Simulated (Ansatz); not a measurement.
Consider the formal exchange of groups at the Si–N bond: `C[SiH2][NH][ZnH]` + `COC(C)=O` → `C[SiH2]OC(C)=O` + `C[NH][ZnH]`.

Gas-phase electronic energies from Ansatz, PBE0-D4/def2-TZVP geometries. CCSD(T)/CBS is the MP2 limit (def2-TZVPP, def2-QZVPP) plus CCSD(T) − MP2 in def2-TZVPP, frozen cores. DFT in def2-TZVPP. For Zn outer-core shells are correlated without core-valence functions, which leaves a few kJ/mol of doubt a bond. Scalar relativity is left out up to krypton. One conformer a species, not always the lowest.

```tsv
level	ΔE (kJ/mol)	difference from CCSD(T)/CBS
r2SCAN-D4	-12.5	0.9
PBE0-D4	-13.1	0.3
PBE	-15.3	-1.9
HF/def2-TZVPP	-14.9	-1.5
MP2/def2-TZVPP	-13.7	-0.3
SCS-MP2/def2-TZVPP	-14.0	-0.6
CCSD/def2-TZVPP	-13.6	-0.2
CCSD(T)/def2-TZVPP	-12.5	0.9
HF/def2-QZVPP	-15.3	-1.9
MP2/def2-QZVPP	-14.4	-1.0
CCSD(T)/CBS	-13.4	0
```

Largest T1 diagnostic among the species: 0.015.
